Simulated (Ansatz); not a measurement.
Ansatz (a program for electronic structure) input:

Ansatz 0.2 input:
```yaml
crystal:
  periodic: [false, false, false]
  atoms:
    - {symbol: In, position_ang: [-0.00000000, -0.00000000, -1.45691039]}
    - {symbol: I, position_ang: [0.00000000, 0.00000000, 1.34695489]}
basis:
  gaussian:
    orbitals: def2-SVP
magnetization: {spin_polarized: false}
correlation: {method: ccsdt, electrons: outside_noble_gas}
```

What final total energy does it print?

-486.10668 Eh (CCSDT/def2-SVP). The basis has 52 functions.
